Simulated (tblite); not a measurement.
Al (SMILES [Al-]), charge -1, triplet (GFN-xTB shapes and energies of metal compounds can be far from the true ones); GFN1-xTB (tblite 0.6.0).

Input for tblite:
```
$ tblite run mol.xyz --method gfn1 --charge -1 --spin 2 --efield 0,0,0.1 --json tblite.json --no-restart

# file mol.xyz
1

Al     0.00000000     0.00000000     0.00000000
```

Task: Predict the main parts of the log of this tblite run.

Result: 
```
xTB calculator
 | screened Coulomb repulsion
 | Coulomb electrostatics
 |  * isotropic Klopman-Ohno-Mataga-Nishimoto electrostatics
 |  * onsite third-order electrostatics
 | DFT-D3(BJ) dispersion correction
 | Interactions (1)
 | [1] electric field

halogen bonding energy    0.0000000000000E+00 Eh
repulsion energy          0.0000000000000E+00 Eh
dispersion energy         0.0000000000000E+00 Eh
interaction energy        0.0000000000000E+00 Eh
number of electrons       4.0000000000000E+00 e
integral cutoff           4.0000000000000E+01 bohr

------------------------------------------------------------
  cycle        total energy    energy error   density error
------------------------------------------------------------
      1     -1.127854055907  -1.1278541E+00   3.9406379E-01
      2     -1.127854057107  -1.1998924E-09   2.3645726E-01
      3     -1.127854057785  -6.7758843E-10   1.4087763E-04
      4     -1.127854057785   2.2204460E-16   8.3949882E-05
      5     -1.127854057785  -4.4408921E-16   2.3463527E-11
------------------------------------------------------------

electronic energy        -1.1278540577849E+00 Eh
total energy             -1.1278540577849E+00 Eh

Post processing:
 | Mayer-Wiberg bond orders

[Info] JSON dump of results written to 'tblite.json'
```
